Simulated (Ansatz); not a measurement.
Caution, from a PySCF single point (B3LYP-D3(BJ)/def2-TZVPD) at this geometry: the highest occupied level lies above zero, so the state may not be bound. This singlet lies 1.45 eV below the relaxed triplet at the level frozen-core CCSD(T)/aug-cc-pVTZ // B3LYP-D3(BJ)/def2-TZVPD (Ansatz, a program for electronic structure).

A geometry relaxed with Ansatz with B3LYP-D3(BJ)/def2-TZVPD, charge -1, multiplicity 1:

```xyz
5

B     -0.2454     0.5915    -0.6230
S      1.0900    -0.4512     0.4022
O     -1.5003     0.2480    -0.1476
H     -1.5283    -0.4124     0.5722
H      2.1840     0.0241    -0.2038
```

Task: Write the SMILES of this molecule.

Result: `O[B-]S`
